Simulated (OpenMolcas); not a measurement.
Ru3+ in MgO

Ru3+ with its 6 nearest oxide ions at 2.076 Å, on the Mg site of MgO (a = 4.2112 Å, distance in the model lattice 2.106 Å). The rest of the host is ab initio model potentials to 7.6 Å, with orthogonalisation functions on the cations behind the ligands, and point charges beyond; the distance is set by hand and nothing relaxes, and no local charge compensation is placed. Ligand basis ANO-RCC-VDZP.

| Item | Value |
| --- | --- |
| Program | OpenMolcas |
| Method | SS-CASPT2, IPEA 0.25 Eh, imaginary shift 0.1 Eh (closed shells correlated: 4s 4p and the ligand valence shells) |
| Basis | ANO-RCC-VTZP [7s6p4d2f1g] |
| Scalar Hamiltonian | DKH2, point nucleus |
| Active space | 5 electrons in 5 orbitals (4d) |
| State averaging | 2S+1 = 6 even, 1 root; 2S+1 = 4 even, 24 roots; 2S+1 = 2 even, 75 roots |
| Spin-orbit coupling | state interaction with AMFI integrals over the reference wave functions |

The lowest spin-free states (labels of O, the rotations of Oh), above the lowest:

| State | Degeneracy | E (cm-1) |
| --- | --- | --- |
| 2T2 | 3 | 0 |
| 2S+1 = 4 | 3 | 18220 |
| 2S+1 = 4 | 3 | 22050 |
| 2S+1 = 2 | 1 | 22690 |
| 2S+1 = 2 | 3 | 23030 |
| 2S+1 = 2 | 3 | 25190 |
| 2E | 2 | 25870 |
| 6A1 | 1 | 29230 |
| 2S+1 = 2 | 3 | 30040 |
| 2S+1 = 2 | 3 | 30880 |
| 2S+1 = 2 | 1 | 31970 |
| 2E | 2 | 38390 |
| 2S+1 = 4 | 1 | 42460 |
| 4E | 2 | 42650 |
| 2S+1 = 4 | 3 | 43780 |
| 4E | 2 | 45490 |
| 2S+1 = 2 | 1 | 48060 |
| 2S+1 = 2 | 3 | 49490 |
| 2E | 2 | 50480 |
| 2S+1 = 4 | 3 | 51400 |

The lowest levels with spin-orbit coupling:

| E (cm-1) | Degeneracy | Label | 2S+1 | g |
| --- | --- | --- | --- | --- |
| 0 | 2 |  | 2 | 2.03 2.03 2.03 |
| 1760 | 4 | Γ8 | 2 |  |
| 19000 | 4 | Γ8 | 4 |  |
| 19220 | 2 |  | 4 | 2.22 2.22 2.22 |
| 19560 | 4 | Γ8 | 4 |  |
| 19800 | 2 |  | 4 | 3.05 3.05 3.05 |
| 23110 | 2 |  | 4 (65 %) | 2.32 2.32 2.32 |
| 23130 | 2 |  | 4 | 2.49 2.49 2.49 |
| 23170 | 4 | Γ8 | 4 (90 %) |  |
| 23330 | 4 | Γ8 | 4 |  |
| 23970 | 4 | Γ8 | 2 (89 %) |  |
| 24360 | 2 |  | 2 (69 %) | 2.66 2.66 2.66 |
| 24820 | 2 |  | 2 | 0.08 0.08 0.08 |
| 26390 | 2 |  | 2 | 1.64 1.64 1.64 |
| 26740 | 4 | Γ8 | 2 |  |
| 27310 | 4 | Γ8 | 2 |  |
| 30690 | 2 |  | 6 | 3.31 3.31 3.31 |
| 30690 | 4 | Γ8 | 6 |  |
| 31050 | 4 | Γ8 | 2 |  |
| 31350 | 2 |  | 2 | 0.92 0.92 0.92 |

Powder χT (cm3 K/mol): 0.389 at 2 K, 0.394 at 10 K, 0.419 at 50 K, 0.451 at 100 K, 0.515 at 200 K, 0.579 at 300 K. The effective moment at 300 K is 2.828 √(χT) = 2.15 μB.

The lowest level has 2S+1 = 2, for which the spin-only value is χT = S(S+1) / 2 = 0.375 cm3 K/mol (g = 2). The computed 0.579 at 300 K differs by +0.204, through orbital momentum, spin-orbit coupling and any other state in reach. With a threefold ground state the orbital momentum is unquenched, so the spin-only value is not expected to hold.

A least-squares ligand-field fit to the states below 45000 cm-1, each weighted by its degeneracy and with a free common offset, gives 10Dq = 25990 cm-1, B = 502 cm-1 and C = 1569 cm-1 (C/B = 3.12), with an rms deviation of 540 cm-1.

The same method and metal basis give the free ion B = 705 cm-1 (fit to its terms below 60000 cm-1, rms deviation 493 cm-1), so the nephelauxetic ratio is β = 502 / 705 = 0.71; it hangs on how both fits weigh the states, and computed free-ion B values tend to be too large, so β mixes covalency with correlation.

Roots that are degenerate in the reference are averaged as groups; the widest CASPT2 spread within a group is 470 cm-1 (the 3-fold group of multiplicity 2 near 25200 cm-1 above the lowest state of its run). Shifts and gaps below about the spread of the groups concerned are not significant. Over all roots computed the reference weight is 0.67 to 0.69; a low but even weight reflects the number of correlated electrons. An orbital triplet at a regular site is open to Jahn-Teller coupling, which can distort the site and quench the lowest spin-orbit gaps and is left out. The least metal-like active orbital is 75 % on the metal (Löwdin) and no ligand orbital is active, so the numbers are rough. Ligand-to-metal charge-transfer states are missing. With no ligand orbital active B as a rule stays too high, so bands that hang on it stand too high and its fall with covalency is understated. With one d shell and no ligand orbital active, 10Dq can be off by a tenth or more. No measured value stands beside these numbers; the geometry was set by hand and not optimised.

A state without a sure symmetry label is named by its multiplicity alone.
